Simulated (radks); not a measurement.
Results of a calculation; reference values are marked as such.
Task: Coherent X-ray form factor from a spherical all-electron density. Code: a radial shooting solver on a logarithmic mesh with Libxc functionals. Model: scalar-relativistic Kohn-Sham, LB94 model potential, spin-polarised, spherical densities, finite nucleus; Fermi nuclear charge, rms radius of each element as measured or else 0.836 A^(1/3) + 0.57 fm.

sin(theta)/lambda (1/angstrom)  f0 (electrons)
0.05                                     1.983
0.1                                      1.935
0.15                                     1.858
0.2                                      1.759
0.25                                     1.643
0.3                                      1.518
0.4                                      1.259
0.5                                      1.017
0.6                                      0.808
0.8                                      0.502
1                                        0.314
1.25                                     0.181
1.5                                      0.109
2                                        0.044

The species is in the configuration that NIST lists as its ground one. Which atom or ion scatters so?

Result: The lithium ion Li+, [He]. Extrapolating in s^2 from the first two rows gives f0(0) = 2.0, near the electron count 2; among species with that count, the fall with angle is slower the higher Z, and the table is that of Z = 3; from so few rows the species is fixed only to a neighbour or two.
